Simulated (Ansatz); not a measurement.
A made-up structure of HSeSO (charge +1), singlet:

```csv
atom,x (Å),y (Å),z (Å)
O1,-0.5855,1.1876,-0.2053
S2,0.6356,-0.0808,-0.2187
Se3,-1.0885,-0.9450,-0.2494
H4,1.1933,-0.1930,1.0166
```

It is relaxed with PBE-D4/def2-SVP and then PBE0-D4/def2-TZVP (Ansatz 0.2.0). Atoms count as bonded within 1.22 times the sum of their covalent radii (H–H: 0.88 Å). The end point is not checked to be a true minimum.

(1) Does its bonding change? (Judge from chemistry; the calculation decides.)

Results:

(1) Computed: No: no bond forms or breaks.

Where it ends: The first stage lowers the energy by 1.67 eV in 6 steps. It ends as HSeSO ([O]1[SH][Se]1), total charge +1:
```tsv
atom	x (Å)	y (Å)	z (Å)
O1	-0.5423	0.9262	-0.1523
S2	0.7837	0.0118	-0.2912
Se3	-1.2079	-0.8347	-0.2385
H4	1.1214	-0.1345	1.0252
```

Labels in which every atom is bracketed show which atoms are joined, not bond orders.

For scale, one of the runs: PBE0-D4/def2-TZVP relaxation, 122 basis functions, launched by `ansatz run in.yaml --threads 2 --pin off --events-out ev --progress --plain --max-ram 4352MiB`. Hardware: 2 CPU threads of an Arm Neoverse V1, shared host. Wall time about 17 s.
